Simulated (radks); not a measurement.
Ionisation of the lead ion Pb3+, [Xe] 4f14 5d10 6s1, to [Xe] 4f14 5d10 as the strength of local exchange is varied. All-electron calculation, Dirac Kohn-Sham, Slater X-alpha exchange (alpha = 2/3 is LDA exchange), no correlation, spin-unpolarised, spherical densities, point nucleus. Program: a radial shooting solver on a logarithmic mesh with Libxc functionals.

alpha,E(Pb3+) (hartree),exchange (hartree),IE (eV),-e of the level emptied (eV),<r> of it (bohr)
0.571,-20853.8810,-315.6228,40.536,35.332 (6s1/2),2.131
0.637,-20890.3956,-352.7373,41.417,36.201 (6s1/2),2.110
0.667,-20907.0148,-369.6508,41.819,36.598 (6s1/2),2.101
0.698,-20924.2022,-387.1565,42.237,37.011 (6s1/2),2.091
0.79,-20975.2951,-439.2788,43.486,38.247 (6s1/2),2.063
0.852,-21009.7990,-474.5480,44.335,39.089 (6s1/2),2.044
1.006,-21095.7523,-562.6509,46.471,41.213 (6s1/2),1.999

NIST Atomic Spectra Database: 42.333 eV (measured). The Delta-SCF value meets it near alpha = 0.71. Spin polarisation and multiplet splitting are left out, so open shells lie too high by an amount that depends on their filling.

Beside tabulated values, note that spin-unpolarised runs miss the spin-polarisation part of the exchange energy of open shells.
